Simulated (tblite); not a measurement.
F₃Hf, doublet, at a GFN2-xTB geometry (such geometries of metal compounds can be far from the true shape) (the multiplicity is a formal guess); GFN1-xTB (tblite).

Here is a job for tblite.
```
$ tblite run mol.xyz --method gfn1 --charge 0 --spin 1 --efield 0,0,0.1 --json tblite.json --no-restart

# file mol.xyz
4

Hf     0.01327631     0.08252816     0.03016674
F      1.72739045    -0.45805359    -0.20520023
F     -0.88642622    -0.63545890     1.43046795
F     -0.94717471     0.43328718    -1.46660162
```

Output, abridged:

```
xTB calculator
 | screened Coulomb repulsion
 | Coulomb electrostatics
 |  * isotropic Klopman-Ohno-Mataga-Nishimoto electrostatics
 |  * onsite third-order electrostatics
 | DFT-D3(BJ) dispersion correction
 | Interactions (1)
 | [1] electric field

halogen bonding energy    0.0000000000000E+00 Eh
repulsion energy          3.1415810127616E-02 Eh
dispersion energy        -5.6731382125551E-04 Eh
interaction energy        0.0000000000000E+00 Eh
number of electrons       2.5000000000000E+01 e
integral cutoff           3.5545256755052E+01 bohr

------------------------------------------------------------
  cycle        total energy    energy error   density error
------------------------------------------------------------
      1     -16.11725262297  -1.6148101E+01   6.0559061E-01
      2     -16.61208730210  -4.9483468E-01   2.9028239E-01
      3     -16.43247878638   1.7960852E-01   2.8330719E-01
      4     -16.59315727533  -1.6067849E-01   1.8423469E-01
      5     -16.66767010708  -7.4512832E-02   4.4173127E-02
      6     -16.65693284150   1.0737266E-02   6.8214200E-02
      7     -16.67017362181  -1.3240780E-02   3.0448180E-02
      8     -16.67196433896  -1.7907171E-03   1.7939350E-02
      9     -16.67298342026  -1.0190813E-03   3.6210384E-04
     10     -16.67297820291   5.2173507E-06   1.2184098E-03
     11     -16.67298337492  -5.1720183E-06   1.1975551E-04
     12     -16.67298341355  -3.8630454E-08   6.7900232E-05
     13     -16.67298342301  -9.4583363E-09   4.4149999E-05
     14     -16.67298342995  -6.9355899E-09   1.1147487E-07
------------------------------------------------------------

electronic energy        -1.6703831926255E+01 Eh
total energy             -1.6672983429949E+01 Eh

Post processing:
 | Mayer-Wiberg bond orders

[Info] JSON dump of results written to 'tblite.json'
```
